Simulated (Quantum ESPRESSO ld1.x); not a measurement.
Problem. The mean radii <r> (bohr) of the occupied orbitals of an atom or ion are listed with their occupations. Method: non-relativistic Kohn-Sham, LDA (Slater exchange, Perdew-Zunger correlation), spin-polarised, spherical densities, point nucleus; computed with ld1.x of Quantum ESPRESSO 7.5.

orbital  occ.      <r>
1s up       1  0.04249
1s down     1  0.04249
2s up       1   0.1853
2s down     1   0.1852
2p up       3   0.1593
2p down     3   0.1592
3s up       1   0.4575
3s down     1   0.4581
3p up       1   0.4414

Name the element and its charge. Open shells, if any, are filled with parallel spins first.

Solution. Z = 36, krypton, charge +23: Kr23+ in [Ne] 3s2 3p1. The 1s radius gives Z: for a bare nucleus <r> = 1.5/Z, 0.04167 bohr for Z = 36, and screening makes it slightly larger (0.04249 here). The occupations add up to 13, and the charge is Z minus that.
